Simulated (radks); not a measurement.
The numbers below are computed, except where a source is named.
How relativity changes the ionisation of the germanium ion Ge3+ ([Ar] 3d10 4s1) to Ge4+ ([Ar] 3d10). Spin-unpolarised spherical Kohn-Sham, PBE, point nucleus unless stated (finite: rms radius 4.0742 fm), a radial shooting solver on a logarithmic mesh with Libxc functionals. A level marked "c x" has the speed of light scaled by that factor.

level                        E(Ge3+) (hartree)  E(Ge4+) (hartree)  IE (eV)   HOMO  <r> HOMO (bohr)
non-rel.                           -2074.53183        -2072.85514   45.625     4s            1.876
scalar-rel.                        -2096.71367        -2095.01063   46.342     4s            1.849
scalar-rel., finite nucleus        -2096.70087        -2094.99784   46.342     4s            1.849
Dirac                              -2096.81287        -2095.10984   46.342  4s1/2            1.849
Dirac, finite nucleus              -2096.80006        -2095.09705   46.341  4s1/2            1.849
Dirac, c x 1.25                    -2088.65256        -2086.95923   46.078  4s1/2            1.859
Dirac, c x 3                       -2076.94894        -2075.26942   45.702  4s1/2            1.873
Dirac, c x 5                       -2075.40036        -2073.72265   45.653  4s1/2            1.875

NIST Atomic Spectra Database: 45.716 eV (measured). The relativistic part of the total energy of Ge3+ is -22.27 hartree (Dirac, finite nucleus), 1.1 % of the non-relativistic value. Spin polarisation and multiplet splitting of open shells are left out at every level.

Beside tabulated values, note that spin-unpolarised runs miss the spin-polarisation part of the exchange energy of open shells.
